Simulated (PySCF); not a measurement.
Stepwise substitution at one centre (Si C2H5-I). All species are isolated molecules in the gas phase. One relaxed conformer stands for each flexible species; it need not be the lowest. Strings in code marks are SMILES.

Computed with PySCF with M06-2X/def2-TZVP // B3LYP-D3(BJ)/def2-SVP. Excitations are Tamm–Dancoff values on a coarser integration grid. The basis has no diffuse functions, so Rydberg states are missing or too high.

| species | HOMO (eV) | S1–T1 gap (TDA) (eV) | HOMO–LUMO gap (eV) | S1 excitation (TDA) (eV) | S1 oscillator strength |
|---|---|---|---|---|---|
| 0 of 4 C2H5 replaced by I (`CC[Si](CC)(CC)CC`) | -8.82 | 0.19 | (withheld) | 7.76 | 0.022 |
| 1 of 4 C2H5 replaced by I | -8.31 | 0.37 | 9.17 | (withheld) | 0.014 |
| 2 of 4 C2H5 replaced by I | (withheld) | 0.48 | 8.16 | 5.36 | 0.059 |
| 3 of 4 C2H5 replaced by I | -8.65 | 0.31 | 7.29 | 4.55 | (withheld) |
| 4 of 4 C2H5 replaced by I | (withheld) | – | 6.62 | 4.02 | (withheld) |

Q: Some entries are withheld; supply them.

A: 
- 0 of 4 C2H5 replaced by I (`CC[Si](CC)(CC)CC`), HOMO–LUMO gap (eV): 10.33
- 1 of 4 C2H5 replaced by I, S1 excitation (TDA) (eV): 6.05
- 2 of 4 C2H5 replaced by I, HOMO (eV): -8.48
- 3 of 4 C2H5 replaced by I, S1 oscillator strength: 0.000
- 4 of 4 C2H5 replaced by I, HOMO (eV): -8.89
- 4 of 4 C2H5 replaced by I, S1 oscillator strength: 0.000
